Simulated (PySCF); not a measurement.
B3LYP has the VWN-RPA correlation part, as in Gaussian. 

Cartesian coordinates (Å):
SMILES: F[C](F)I
```xyz
4

F     -0.9020    -1.0358    -0.0955
C     -0.2152     0.0152     0.3169
F     -0.8013     1.1200    -0.1105
I      1.8895    -0.0846    -0.0628
```
Charge 0, spin multiplicity 2.

Question: Estimate the dipole moment, highest occupied spin orbital and total energy that B3LYP-D3(BJ)/def2-TZVP run with PySCF returns for this input.

Answer: 
```json
{
  "dipole_moment": "0.59 D",
  "highest_occupied_spin_orbital": "-6.77 eV",
  "total_energy": "-535.6318 Ha"
}
```
